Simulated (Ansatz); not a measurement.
Mulliken charges of GaH$_{6}$NSi$_{2}$ (`[NH]1[SiH2][SiH2][GaH]1`) from PBE/def2-TZVPP in Ansatz (PBE0-D4/def2-TZVP geometry).

| atom | x (Å) | y (Å) | z (Å) | charge (e) |
| --- | --- | --- | --- | --- |
| N1 | -0.218 | 0.804 | -1.131 | -0.304 |
| Si2 | -0.669 | 0.944 | 0.542 | 0.248 |
| Si3 | 0.401 | -1.088 | 1.044 | -0.020 |
| Ga4 | 0.745 | -0.776 | -1.320 | 0.196 |
| H5 | -0.456 | 1.482 | -1.841 | 0.124 |
| H6 | -2.145 | 0.977 | 0.765 | -0.075 |
| H7 | -0.113 | 2.156 | 1.214 | -0.075 |
| H8 | -0.465 | -2.218 | 1.476 | -0.039 |
| H9 | 1.591 | -1.024 | 1.936 | -0.039 |
| H10 | 1.330 | -1.257 | -2.686 | -0.016 |

Task: By hand: the dipole of these point charges (1 e Å = 4.8032 D).

Result: Σ q r = (0.086, -0.045, -0.268) e Å, of length 0.285 e Å = 1.37 D.

Task: How does the dipole of the full density compare? (Estimate.)

Result: Computed: (0.034, 0.021, -0.210) e Å, 1.03 D; the point charges give 1.33 times that, at 17° from its direction.

Point charges leave out the atoms' own dipoles, such as those of lone pairs, and Mulliken's split depends on the basis, so the two needn't agree.
